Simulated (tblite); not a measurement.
Compound: C₅H₁₂Si₂.
Bonds: C1–C2 (double), C2–C3, C2–Si4, Si4–C5, C5–Si6, Si6–C7, Si4–C7. Hydrogens: H8, H9 on C1; H10, H11, H12 on C3; H13 on Si4; H14, H15 on C5; H16, H17 on Si6; H18, H19 on C7.

Computed with GFN2-xTB (tblite), gas phase: Langevin dynamics at 400 K from the optimised GFN2-xTB geometry, time step 0.5 fs, friction 0.01 fs⁻¹, 2000 steps. The instantaneous temperature is 2·E(kin)/(3Nk) with all 3N coordinates.

```tsv
t (fs)	T (K)	E(pot) above start (eV)	C1=C2 (Å)	C2–C3 (Å)	C2–Si4 (Å)	Si4–C5 (Å)	C5–Si6 (Å)	C1–H8 (Å)	C1–C2–Si4–C5 (°)
0	325	0.000	1.325	1.498	1.888	1.923	1.917	1.077	135
25	274	0.384	1.320	1.515	1.911	1.889	1.971	1.044	139
50	202	0.449	1.325	1.505	1.862	1.928	1.887	1.110	136
75	218	0.542	1.310	1.479	1.900	1.898	1.939	1.062	121
100	295	0.594	1.339	1.522	1.881	1.952	1.853	1.100	130
125	321	0.858	1.364	1.549	1.837	1.930	1.971	1.071	128
150	298	0.778	1.319	1.543	1.894	1.922	1.881	1.087	119
175	312	0.640	1.298	1.503	1.885	1.925	1.922	1.101	112
200	302	0.808	1.338	1.576	1.890	1.907	1.938	1.070	122
225	511	0.844	1.348	1.501	1.936	1.973	1.902	1.063	137
250	341	1.118	1.329	1.439	1.960	1.916	1.928	1.118	133
275	524	0.831	1.320	1.487	1.931	1.967	1.900	1.056	141
300	317	1.142	1.320	1.470	1.917	1.956	1.927	1.129	150
325	383	0.733	1.359	1.466	1.931	1.906	2.002	1.062	150
350	340	0.821	1.361	1.479	1.920	1.917	1.887	1.073	148
375	339	0.813	1.317	1.485	1.866	1.909	1.950	1.105	158
400	291	0.968	1.323	1.524	1.930	1.938	1.852	1.085	154
425	438	0.730	1.341	1.493	1.874	1.869	1.985	1.037	132
450	398	0.875	1.355	1.543	1.872	2.039	1.879	1.098	135
475	450	0.786	1.321	1.503	1.878	1.855	1.912	1.107	149
500	404	0.944	1.326	1.604	1.913	1.975	1.935	1.074	142
525	496	0.848	1.310	1.575	1.826	1.938	1.874	1.093	143
550	403	0.824	1.329	1.520	1.931	1.917	1.959	1.063	141
575	386	0.804	1.345	1.448	1.877	1.942	1.864	1.091	135
600	404	0.728	1.344	1.501	1.979	1.926	1.957	1.095	138
625	399	0.686	1.320	1.499	1.880	1.902	1.869	1.100	149
650	397	0.878	1.316	1.505	1.931	1.954	1.980	1.073	155
675	523	0.685	1.345	1.473	1.885	1.868	1.926	1.098	146
700	403	1.058	1.333	1.493	1.921	1.971	1.895	1.036	146
725	426	0.724	1.313	1.565	1.844	1.901	1.956	1.127	151
750	478	0.935	1.310	1.551	1.886	1.907	1.908	1.101	145
775	392	1.113	1.355	1.543	1.847	2.048	1.948	1.033	136
800	463	0.896	1.373	1.560	1.896	1.891	1.900	1.110	138
825	444	0.896	1.317	1.495	1.872	2.066	1.908	1.111	144
850	476	0.900	1.332	1.472	1.993	1.880	1.955	1.021	137
875	403	1.147	1.339	1.438	1.874	2.016	1.955	1.043	138
900	579	0.875	1.332	1.449	1.934	1.917	1.946	1.135	141
925	619	0.872	1.333	1.529	1.926	1.981	1.983	1.121	151
950	460	1.002	1.341	1.555	1.858	1.886	1.997	1.037	145
975	497	0.961	1.349	1.482	1.865	1.965	1.880	1.076	155
1000	423	0.978	1.325	1.541	1.898	1.888	1.983	1.094	156
```

**Question.** From 500 fs on, how do temperature and potential energy compare with equipartition?

**Answer.** The mean temperature of these 21 frames is 451 K against the target 400 K, and the mean potential energy 0.89 eV against 51 × kT/2 = 0.88 eV for 51 classical harmonic modes. For 19 atoms in a canonical ensemble the temperature itself scatters by T·√(2/(3N)) = 75 K; here its standard deviation is 62 K. The whole run lasts only 10 friction times of 100 fs, so these averages carry a wide statistical error.

**Question.** What are the kinetic and total energies of the listed frame with the highest potential energy?

**Answer.** The one at 875 fs, 1.147 eV above the start. Its kinetic energy is 3NkT/2 = 0.990 eV at 403 K, so the sum is 2.14 eV; over the listed frames the sum runs from 0.80 to 2.39 eV, since the thermostat adds and removes energy.

**Question.** How much do the listed bonds fluctuate from 500 fs on?

**Answer.** 
```csv
bond,at the start (Å),mean (Å),standard deviation (Å)
C1=C2,1.325,1.333,0.016
C2–C3,1.498,1.514,0.044
C2–Si4,1.888,1.897,0.042
Si4–C5,1.923,1.940,0.054
C5–Si6,1.917,1.932,0.040
C1–H8,1.077,1.082,0.032
```

The motion is classical and holds no zero-point motion.

The cost below is that of the whole dynamics run. Hardware: an AMD EPYC 7R43 with one thread, no GPU, shared host with 256 logical CPUs at a one-minute load of 75. Cost: 27 s, 0.18 GiB resident at most.
